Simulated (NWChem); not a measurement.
System: CH$_{6}$CdOSi; SMILES [CH3][Cd][O][SiH3]

The following NWChem deck was run.

```
start job
memory heap 200 mb stack 900 mb global 1100 mb
geometry units angstroms
  Cd    -0.514411     0.335160     0.152495
  C     -1.184947     1.143380     2.019835
  H     -1.321111     0.282687     2.675397
  H     -2.101817     1.717684     1.964174
  H     -0.374290     1.768304     2.395326
  O      1.036479    -0.913551    -0.146399
  Si     1.880674    -1.293813    -1.443479
  H      1.043802    -2.037623    -2.414839
  H      3.019688    -2.119645    -1.028878
  H      2.367627    -0.062580    -2.121497
end
basis spherical
  * library def2-svp
end
ecp
  Cd library def2-ecp
end
dft
  xc xpbe96 cpbe96
  disp vdw 4
  iterations 150
end
driver
  maxiter 120
end
task dft optimize
```

NWChem printed, in part:

```
             Northwest Computational Chemistry Package (NWChem) 7.3.0
             --------------------------------------------------------

 C1  symmetry detected

                             Geometry "geometry" -> ""
                             -------------------------

 Output coordinates in angstroms (scale by  1.889725989 to convert to a.u.)

  No.       Tag          Charge          X              Y              Z
 ---- ---------------- ---------- -------------- -------------- --------------
    1 Cd                  48.0000    -0.25187767    -0.66048550    -0.01848200
    2 C                    6.0000     0.76475240    -2.54246694     0.10154265
    3 H                    1.0000     1.43197329    -2.56637562    -0.76062861
    4 H                    1.0000     0.11707085    -3.41082320     0.09523134
    5 H                    1.0000     1.35066724    -2.51945383     1.02070665
    6 O                    8.0000     0.58138733     1.16355131    -0.19858124
    7 Si                  14.0000     0.02880422     2.63344366     0.07298697
    8 H                    1.0000    -1.03653475     2.98114317    -0.89722242
    9 H                    1.0000     1.14461489     3.57748741    -0.04946021
   10 H                    1.0000    -0.56053526     2.71950601     1.43608586

 Effective nuclear repulsion energy (a.u.)     419.3884601536

                                Z-matrix (autoz)
                                --------

 Units are Angstrom for bonds and degrees for angles

      Type          Name      I     J     K     L     M      Value
      ----------- --------  ----- ----- ----- ----- ----- ----------
    1 Stretch                  1     2                       2.14238
    2 Stretch                  1     6                       2.01342
    3 Stretch                  2     3                       1.09046
    4 Stretch                  2     4                       1.08332
    5 Stretch                  2     5                       1.09027
    6 Stretch                  6     7                       1.59364
    7 Stretch                  7     8                       1.48228
    8 Stretch                  7     9                       1.46671
    9 Stretch                  7    10                       1.48754
   10 Bend                     1     2     3               105.38590
   11 Bend                     1     2     4               114.84145
   12 Bend                     1     2     5               106.48146
   13 Bend                     1     6     7               132.59781
   14 Bend                     2     1     6               127.18910
   15 Bend                     3     2     4               110.09875
   16 Bend                     3     2     5               109.76772
   17 Bend                     4     2     5               110.06757
   18 Bend                     6     7     8               110.73392
   19 Bend                     6     7     9               108.40029
   20 Bend                     6     7    10               110.29721
   21 Bend                     8     7     9               109.94661
   22 Bend                     8     7    10               107.54583
   23 Bend                     9     7    10               109.91720
   24 Torsion                  1     6     7     8         -67.26959
   25 Torsion                  1     6     7     9         172.04327
   26 Torsion                  1     6     7    10          51.65732
   27 Torsion                  2     1     6     7        -161.49773
   28 Torsion                  3     2     1     6         -52.79351
   29 Torsion                  4     2     1     6        -174.13555
   30 Torsion                  5     2     1     6          63.77231

                           NWChem Geometry Optimization
                           ----------------------------

 maximum gradient threshold         (gmax) =   0.000450
 rms gradient threshold             (grms) =   0.000300
 maximum cartesian step threshold   (xmax) =   0.001800
 rms cartesian step threshold       (xrms) =   0.001200
 fixed trust radius                (trust) =   0.300000
 source of zmatrix                         =   autoz

          -------------------
          Energy Minimization
          -------------------

 Using diagonal initial Hessian
 Scaling for Hessian diagonals: bonds = 1.00  angles = 0.25  torsions = 0.10

          --------
          Step   0

                                 NWChem DFT Module
                                 -----------------

 Summary of "ao basis" -> "ao basis" (spherical)
 ------------------------------------------------------------------------------
       Tag                 Description            Shells   Functions and Types
 ---------------- ------------------------------  ------  ---------------------
 Cd                         def2-svp                11       31   5s3p2d1f
 C                          def2-svp                 6       14   3s2p1d
 H                          def2-svp                 3        5   2s1p
 O                          def2-svp                 6       14   3s2p1d
 Si                         def2-svp                 8       18   4s3p1d

[...]

      ----------------------
      Optimization converged
      ----------------------

  Step       Energy      Delta E   Gmax     Grms     Xrms     Xmax
  ---- ---------------- -------- -------- -------- -------- --------
@   21    -573.71970042 -8.1D-08  0.00003  0.00001  0.00082  0.00160
                                     ok       ok       ok       ok

                                Z-matrix (autoz)
                                --------

 Units are Angstrom for bonds and degrees for angles

      Type          Name      I     J     K     L     M      Value     Gradient
      ----------- --------  ----- ----- ----- ----- ----- ---------- ----------
    1 Stretch                  1     2                       2.09263   -0.00001
    2 Stretch                  1     6                       1.99162    0.00003
    3 Stretch                  2     3                       1.10669    0.00001
    4 Stretch                  2     4                       1.10656    0.00001
    5 Stretch                  2     5                       1.10665    0.00001
    6 Stretch                  6     7                       1.65884   -0.00001
    7 Stretch                  7     8                       1.51495    0.00000
    8 Stretch                  7     9                       1.50787    0.00002
    9 Stretch                  7    10                       1.51506   -0.00000
   10 Bend                     1     2     3               109.72466   -0.00000
   11 Bend                     1     2     4               109.52979    0.00000
   12 Bend                     1     2     5               109.79721    0.00000
   13 Bend                     1     6     7               134.39759    0.00000
   14 Bend                     2     1     6               176.69983   -0.00000
   15 Bend                     3     2     4               109.21152   -0.00000
   16 Bend                     3     2     5               109.34882   -0.00000
   17 Bend                     4     2     5               109.21240   -0.00000
   18 Bend                     6     7     8               112.76253    0.00000
   19 Bend                     6     7     9               109.48665   -0.00000
   20 Bend                     6     7    10               112.79838    0.00000
   21 Bend                     8     7     9               107.60576    0.00000
   22 Bend                     8     7    10               106.32123   -0.00000
   23 Bend                     9     7    10               107.59717   -0.00000
   24 Torsion                  1     6     7     8         -61.38783   -0.00001
   25 Torsion                  1     6     7     9         178.84885   -0.00001
   26 Torsion                  1     6     7    10          59.07316   -0.00001
   27 Torsion                  2     1     6     7         176.52731   -0.00001
   28 Torsion                  3     2     1     6         -54.30588    0.00000
   29 Torsion                  4     2     1     6        -174.17899    0.00000
   30 Torsion                  5     2     1     6          65.90215   -0.00000

                         Geometry "geometry" -> "geometry"
                         ---------------------------------

 Output coordinates in angstroms (scale by  1.889725989 to convert to a.u.)

  No.       Tag          Charge          X              Y              Z
 ---- ---------------- ---------- -------------- -------------- --------------
    1 Cd                  48.0000     0.82553704    -0.54491191     0.02070754
    2 C                    6.0000     0.74735633    -2.63503383     0.08673554
    3 H                    1.0000     1.12762700    -3.05326846    -0.86469918
    4 H                    1.0000    -0.29942895    -2.96154488     0.23542049
    5 H                    1.0000     1.36734900    -3.00702117     0.92453755
    6 O                    8.0000     1.01125417     1.43602275    -0.06853575
    7 Si                  14.0000    -0.04260373     2.70837977     0.08055935
    8 H                    1.0000    -1.13088312     2.69467531    -0.97326441
    9 H                    1.0000     0.71236888     4.00600486    -0.06032506
   10 H                    1.0000    -0.74825410     2.73222401     1.42104292

 Effective nuclear repulsion energy (a.u.)     416.2580788448

                Final and change from initial internal coordinates
                --------------------------------------------------

                                Z-matrix (autoz)
                                --------

 Units are Angstrom for bonds and degrees for angles

[...]
```

Level: PBE-D3(BJ)/def2-SVP with def2 effective core potentials on Cd. Not confirmed as a minimum by frequencies. def2 effective core potentials on Cd; no spin-orbit coupling.
